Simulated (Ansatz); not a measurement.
Mulliken charges of CH$_{5}$FNSi (`[CH2][SiH](N)F`) radical from r2SCAN/def2-TZVPP in Ansatz (PBE0-D4/def2-TZVP geometry).

| atom | x (Å) | y (Å) | z (Å) | charge (e) |
| --- | --- | --- | --- | --- |
| C1 | -0.638 | 1.276 | -0.546 | -0.334 |
| Si2 | 0.442 | -0.192 | -0.356 | 0.713 |
| N3 | 0.140 | -0.937 | 1.141 | -0.454 |
| F4 | 0.160 | -1.124 | -1.634 | -0.335 |
| H5 | -1.063 | 1.564 | -1.503 | 0.104 |
| H6 | -0.848 | 1.955 | 0.274 | 0.102 |
| H7 | 1.896 | 0.099 | -0.404 | -0.117 |
| H8 | 0.795 | -1.591 | 1.536 | 0.161 |
| H9 | -0.796 | -1.097 | 1.475 | 0.159 |

By hand: the dipole of these point charges (1 e Å = 4.8032 D).

Σ q r = (-0.006, 0.159, 0.359) e Å, of length 0.393 e Å = 1.89 D.

How does the dipole of the full density compare? (Best estimate.)

Computed: (-0.125, 0.051, 0.360) e Å, 1.85 D; the point charges give 1.02 times that, at 24° from its direction.

Point charges leave out the atoms' own dipoles, such as those of lone pairs, and Mulliken's split depends on the basis, so the two needn't agree.
